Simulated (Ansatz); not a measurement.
Z-matrix (Å, degrees):
```
Si
N 1 1.5989
H 2 1.0143 1 120.33
H 1 1.4759 2 117.72 3 -180.00
H 1 1.4911 4 112.58 2 180.00
```
Charge +1, spin multiplicity 2.

The numbers are results of frozen-core CCSD(T)/def2-TZVPP // r2SCAN-D4/def2-TZVP (Ansatz, a program for electronic structure), not measurements. The geometry is that of the parent before the electron was removed.

The HF energy comes out as -344.81061 Ha and the MP2 correlation energy comes out as -0.26555 Ha.

Estimate the CCSD correlation energy, the (T) correction, the total energy and the T1 diagnostic.


```yaml
CCSD correlation energy: -0.29781 Ha
"(T) correction": -0.01036 Ha
CCSD(T) total energy: -345.11878 Ha
T1 diagnostic: 0.024
```
